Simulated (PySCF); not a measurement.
HSi, quartet, geometry from GFN2-xTB of the parent state; PBE/cc-pVDZ run with PySCF.

The PySCF input:
```python
from pyscf import gto, scf, dft

mol = gto.Mole()
mol.atom = '''
    Si   -0.00000000   -0.00000000   -0.10104690
    H     0.00000000    0.00000000    1.41465662
'''
mol.basis = 'cc-pvdz'
mol.spin = 3
mol.verbose = 4
mol.build()

mf = dft.ROKS(mol)
mf.xc = 'pbe'
mf.kernel()
```

### Question
Predict the main parts of the log of this PySCF run.

### Answer

```
PySCF version 2.14.0

[INPUT] verbose = 4
[INPUT] num. atoms = 2
[INPUT] num. electrons = 15
[INPUT] charge = 0
[INPUT] spin (= nelec alpha-beta = 2S) = 3
[INPUT] symmetry False subgroup None
[INPUT] Mole.unit = angstrom
[INPUT] Symbol           X                Y                Z      unit          X                Y                Z       unit  Magmom
[INPUT]  1 Si     0.000000000000   0.000000000000  -0.101046900000 AA    0.000000000000   0.000000000000  -0.190950966736 Bohr   0.0
[INPUT]  2 H      0.000000000000   0.000000000000   1.414656620000 AA    0.000000000000   0.000000000000   2.673313572103 Bohr   0.0

nuclear repulsion = 4.88781668388551
number of shells = 8
number of NR pGTOs = 48
number of NR cGTOs = 23
basis = cc-pvdz
ecp = {}

******** <class 'pyscf.dft.roks.ROKS'> ********
method = ROKS
initial guess = minao
damping factor = 0
level_shift factor = 0
DIIS = <class 'pyscf.scf.diis.CDIIS'>
diis_start_cycle = 1
diis_space = 8
diis_damp = 0
SCF conv_tol = 1e-09
SCF conv_tol_grad = None
SCF max_cycles = 50
direct_scf = True
direct_scf_tol = 1e-13
num. doubly occ = 6  num. singly occ = 3
XC library pyscf.dft.libxc version 7.1.2
    S. Lehtola, C. Steigemann, M. J. T. Oliveira, and M. A. L. Marques,  SoftwareX 7, 1–5 (2018)
XC functionals = pbe
    J. P. Perdew, K. Burke, and M. Ernzerhof,  Phys. Rev. Lett. 77, 3865 (1996)
    J. P. Perdew, K. Burke, and M. Ernzerhof,  Phys. Rev. Lett. 78, 1396 (1997)
    J. P. Perdew, K. Burke, and M. Ernzerhof,  Phys. Rev. Lett. 77, 3865 (1996)
    J. P. Perdew, K. Burke, and M. Ernzerhof,  Phys. Rev. Lett. 78, 1396 (1997)
radial grids:
    Treutler-Ahlrichs [JCP 102, 346 (1995); DOI:10.1063/1.469408] (M4) radial grids

becke partition: Becke, JCP 88, 2547 (1988); DOI:10.1063/1.454033
pruning grids: <function nwchem_prune>
grids dens level: 3
symmetrized grids: False
atomic radii adjust function: <function treutler_atomic_radii_adjust>
small_rho_cutoff = 0
Set gradient conv threshold to 3.16228e-05
tot grids = 28992
init E= -289.744396027144
  HOMO = -0.13711032440637  LUMO = 0.0236894544235637  gap/eV = 4.37558
cycle= 1 E= -289.767113345335  delta_E= -0.0227  |g|= 0.0667  |ddm|= 0.939
  HOMO = -0.14196032015338  LUMO = 0.0179369789372641  gap/eV = 4.35103
cycle= 2 E= -289.770107353517  delta_E= -0.00299  |g|= 0.0341  |ddm|= 0.196
  HOMO = -0.128341435153543  LUMO = 0.0266016248817691  gap/eV = 4.21622
cycle= 3 E= -289.770795363898  delta_E= -0.000688  |g|= 0.0206  |ddm|= 0.0792
  HOMO = -0.128471128517853  LUMO = 0.0283330406942583  gap/eV = 4.26686
cycle= 4 E= -289.771150460317  delta_E= -0.000355  |g|= 0.00363  |ddm|= 0.024
  HOMO = -0.128715457697065  LUMO = 0.0285365467909087  gap/eV = 4.27904
cycle= 5 E= -289.771162003422  delta_E= -1.15e-05  |g|= 0.00103  |ddm|= 0.00699
  HOMO = -0.128530570788555  LUMO = 0.0287430975717546  gap/eV = 4.27963
cycle= 6 E= -289.771162993096  delta_E= -9.9e-07  |g|= 4.14e-05  |ddm|= 0.00158
  HOMO = -0.128531453818751  LUMO = 0.0287474546966184  gap/eV = 4.27978
cycle= 7 E= -289.7711629947  delta_E= -1.6e-09  |g|= 6.09e-06  |ddm|= 7.74e-05
  HOMO = -0.128533197895095  LUMO = 0.028746286296027  gap/eV = 4.27979
cycle= 8 E= -289.771162994748  delta_E= -4.75e-11  |g|= 3.32e-07  |ddm|= 1.37e-05
  HOMO = -0.128532950607571  LUMO = 0.0287464437669394  gap/eV = 4.27979
Extra cycle  E= -289.771162994748  delta_E=    0  |g|= 3.23e-07  |ddm|= 1.05e-06
converged SCF energy = -289.771162994748
```
